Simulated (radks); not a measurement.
The numbers below are computed, except where a source is named.
Neutral holmium inside a hard spherical wall (all orbitals vanish at R), configuration held at [Xe] 4f11 6s2 and not refilled when levels cross. Code: a radial shooting solver on a logarithmic mesh with Libxc functionals. Model: scalar-relativistic Kohn-Sham, PBE, spin-polarised, spherical densities, finite nucleus; open shells are filled with parallel spins first (spin-orbit coupling, left out, can overturn this in heavy ions); Fermi nuclear charge, rms radius 5.2022 fm. Eigenvalues in eV for spin up, with the zero of energy where the potential of the charges vanishes at infinity; a dash marks a level that is unbound or too diffuse for the functional's potential to be trusted. A positive occupied level is held by the wall or, in an anion where self-interaction has pushed it up, behind a barrier. The pressure on the wall is -dE/dV.

R (bohr)  E (hartree)  kinetic (hartree)    e(5s)    e(5p)   e(4f)   e(6s)  e(6p, empty)  e(5d, empty)  pressure (GPa)
free      -12615.2228          13640.566  -50.966  -26.303  -4.158  -3.830        -1.159        -1.133               0
15        -12615.2228          13640.566  -50.963  -26.300  -4.156  -3.828        -1.143        -1.129        0.000171
10        -12615.2204          13640.588  -50.806  -26.145  -4.001  -3.705        -0.802        -0.966          0.0547
4         -12614.3923          13643.812  -43.419  -19.105   3.757  10.152        20.092         7.961             145
3.5       -12613.6607          13646.571  -39.999  -15.769   7.733  19.832        32.938        12.816             401
2.5       -12607.7638          13667.837  -21.901    4.012  29.422  80.892        105.91        40.799            5080
2         -12595.1345          13709.237    7.128   38.137  59.878  182.13        218.42        86.275           25400
